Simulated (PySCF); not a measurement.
Working out the excitation energy of Ga

Ga [Ar] 3d10 4s2 4p1 (2P) → Ga [Ar] 3d10 4s1 4p2 (4P). All numbers are calculated (PySCF 2.14, scalar relativity by spin-free X2C-1e, in x2c-TZVPPall). Frozen: [Ne]. Energies in hartree (1 hartree = 27.21139 eV):

| part | Ga (lower) | Ga (upper) |
| --- | --- | --- |
| UHF | -1942.169064 | -1942.046920 |
| CCSD correlation | -0.316655 | -0.276126 |
| (T) | -0.009828 | -0.007267 |

Q: What does Hartree-Fock give?

A: (-1942.046920) − (-1942.169064) = 0.122144 hartree = 3.324 eV.

Q: What do CCSD and CCSD(T) give?

A: The CCSD correlation energies differ by 0.040529 hartree = 1.103 eV and the triples by 0.002561 hartree = 0.070 eV, so CCSD gives 4.427 eV and CCSD(T) 4.497 eV.
